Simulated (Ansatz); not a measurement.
C2H10BNSi can be A, `BN(C)[SiH2]C`, or B, `CB(N)C[SiH3]`.

Calculated with Ansatz (gas phase, PBE0-D4/def2-TZVP geometries, no zero-point term in ΔE). CBS: MP2 limit from def2 TZ/QZ plus the TZ coupled-cluster correction, frozen cores. DFT in def2-TZVPP. B3LYP here is the variant with VWN-RPA as its local correlation; programs differ in this. One conformer a species, not always the lowest.

(1) Which is lower in electronic energy at CCSD(T)/CBS, and by how much? (Best estimate.)

(2) Give E(B) − E(A) in kJ/mol with CCSD/def2-TZVPP, B3LYP-D4, PBE-D4, CCSD(T)/def2-SVP, r2SCAN-D4, CCSD(T)/def2-TZVPP, B2PLYP. (An estimate is asked.)

(3) Does the order hold for the free energy at 298.15 K (harmonic terms from PBE0-D4)? (Estimate.)

Largest T1 diagnostic: 0.012.

Results:

(1) Ansatz gave: B, by 42.3 kJ/mol.

(2) Ansatz gave: CCSD/def2-TZVPP -41.8, B3LYP-D4 -41.2, PBE-D4 -51.8, CCSD(T)/def2-SVP -45.7, r2SCAN-D4 -50.7, CCSD(T)/def2-TZVPP -41.7, B2PLYP -40.9. None reverses the order clearly.

(3) Ansatz gave: Yes: G(B) − G(A) = -43.1 kJ/mol, for one conformer each. Modes under 60 cm⁻¹, often nearly free rotors, make the harmonic entropy too high.

At CCSD(T), def2-SVP lies −3.4 kJ/mol from the extrapolated value and def2-TZVPP +0.6 kJ/mol. Leaving LDA and LC-ωPBE aside and taking each functional with its dispersion term where it has one, the values, not all of them listed here, spread over 15.4 kJ/mol, from B97M-V to BHLYP-D4.
